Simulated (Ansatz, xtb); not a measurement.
## Two isomers of GeH8OSi2

Structure X is `O[Si@@H]([SiH3])[GeH3]`, a singlet and structure Y is `O[SiH2][GeH2][SiH3]`, a singlet. Both are isolated molecules in the gas phase, relaxed with r2SCAN-D4/def2-SVP; the shapes shown needn't be the lowest conformers.

X (Å):

```xyz
12

Ge    0.9103   -0.0175    0.7334
O    -0.8456    1.5845    3.1310
Si   -1.0743    0.3543    2.0091
Si   -2.8371    1.0304    0.6244
H    -0.1115    1.4649    3.7460
H    -1.4292   -0.9460    2.6745
H    -2.4674    2.2809   -0.1061
H    -3.0965   -0.0504   -0.3777
H    -4.0867    1.2732    1.4079
H     2.1078   -0.3098    1.6583
H     0.7517   -1.2139   -0.2205
H     1.2684    1.2207   -0.1055
```

Y (Å):

| atom | x (Å) | y (Å) | z (Å) |
| --- | --- | --- | --- |
| Ge | 1.0397 | 0.1845 | 2.0543 |
| O | -1.9902 | 1.6672 | 1.7053 |
| Si | -0.9419 | 0.6986 | 0.8324 |
| Si | 2.5129 | -1.2213 | 0.8207 |
| H | -2.2512 | 1.3393 | 2.5739 |
| H | -0.5980 | 1.4732 | -0.3911 |
| H | -1.5790 | -0.5947 | 0.4198 |
| H | 0.6618 | -0.5299 | 3.3695 |
| H | 1.7759 | 1.4783 | 2.4513 |
| H | 1.8225 | -2.5029 | 0.4808 |
| H | 2.9130 | -0.5449 | -0.4507 |
| H | 3.7444 | -1.5327 | 1.6079 |

Task: Which of the two would you expect CCSD(T)/def2-SVP + ΔMP2/def2-TZVPP electronic energies to favour?

Result: Structure Y; the calculation gives E(Y) − E(X) = −5.5 kcal/mol.

The same difference at several levels:

```
                             level            geometry  E(Y) − E(X) (kcal/mol)  departure from the last row (kcal/mol)  job, with rough time for the two
                          GFN2-xTB            GFN2-xTB                     −12.9                                    −7.4              optimisation, 0.17 s
                         HF/STO-3G            GFN2-xTB                      −4.1                                    +1.4               single point, 0.4 s
      r2SCAN-D4/def2-SVP//GFN2-xTB            GFN2-xTB                      −5.6                                    −0.2               single point, 2.4 s
                r2SCAN-D4/def2-SVP  r2SCAN-D4/def2-SVP                      −4.8                                    +0.7                optimisation, 35 s
                       HF/def2-SVP  r2SCAN-D4/def2-SVP                      −5.2                                    +0.2           part of the CCSD(T) run
                      MP2/def2-SVP  r2SCAN-D4/def2-SVP                      −5.6                                    −0.2           part of the CCSD(T) run
                  CCSD(T)/def2-SVP  r2SCAN-D4/def2-SVP                      −5.0                                    +0.5                      single point
CCSD(T)/def2-SVP + ΔMP2/def2-TZVPP  r2SCAN-D4/def2-SVP                      −5.5                                                        single point, 26 s
```

As drawn, Y has 1 Ge–Si, 1 Si–H in place of 1 Si–Si, 1 Ge–H.

None of the levels shown reverses the order. The largest departure from CCSD(T)/def2-SVP + ΔMP2/def2-TZVPP is that of GFN2-xTB, 7.4 kcal/mol. The last row adds to CCSD(T) the change of the MP2 difference between the two basis sets, here −0.5 kcal/mol.

With thermal terms from frequencies at re-optimised GFN2-xTB minima (ideal gas, soft modes damped towards free rotors, one conformer each, 298.15 K, 1 atm): on the last row, ΔE + ΔZPE = −5.1, ΔH = −5.2, ΔG = −4.8 kcal/mol.

The correlated steps freeze 20 core orbitals; the filled d shell of Ge is correlated, in a basis made for valence electrons. Mirror images aren't counted in ΔG. Run with Ansatz 0.2.0, xtb 6.7.1; the last row on 2 threads of Intel(R) Xeon(R) 6975P-C (Granite Rapids) on a shared host.
